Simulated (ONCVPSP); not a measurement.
How hard is this scandium ONCV potential?

scandium, optimised norm-conserving Vanderbilt (ONCV), made with ONCVPSP 4.0.1 (PBE, scalar-relativistic). Core [Ne], reference 3s2 3p6 3d1 4s2. Waves: 3s+4s: rc 1.80 bohr, ncon 4, nbas 8, qcut 5.4 1/bohr, 2 projectors; 3p: rc 1.30 bohr, ncon 4, nbas 8, qcut 10.9 1/bohr, 3 projectors, debl 0.9 Ha; 3d: rc 1.70 bohr, ncon 5, nbas 9, qcut 9.7 1/bohr, 1 projector. Local part: polynomial inside 1.25 bohr (lpopt 5, dvloc0 -1 Ha). Core correction: Teter function, fcfact 3.5, rcfact 1.75.

In the p channel the program set the typed energies aside and used -1.236, 0.250, 1.150 Ha.

For each optimised wave give the share of its norm inside rc, the residual kinetic energy above qcut (Ha) and the cutoffs (Ha) for errors of 10, 1, 0.1 and 0.01 mHa per electron.

| wave | norm inside rc | residual KE | 10 mHa | 1 mHa | 0.1 mHa | 0.01 mHa |
| --- | --- | --- | --- | --- | --- | --- |
| 3s | 0.947 | 6.0e-05 | 4.7 | 7.9 | 13.8 | 49.1 |
| 4s | 0.047 | 4.9e-05 | 3.5 | 5.8 | 13.3 | 33.0 |
| 3p | 0.666 | 8.0e-08 | 12.4 | 29.7 | 40.7 | 47.8 |
| p projector 2 | 0.076 | 3.4e-08 | 10.5 | 15.3 | 35.6 | 45.0 |
| p projector 3 | 0.056 | 9.1e-08 | 11.0 | 16.2 | 36.1 | 45.1 |
| 3d | 0.551 | 1.5e-06 | 26.8 | 33.8 | 39.1 | 43.3 |

The occupied waves need 34 Ha and 41 Ha for 1 and 0.1 mHa. 1 of 4 tests not solved or not reliable.
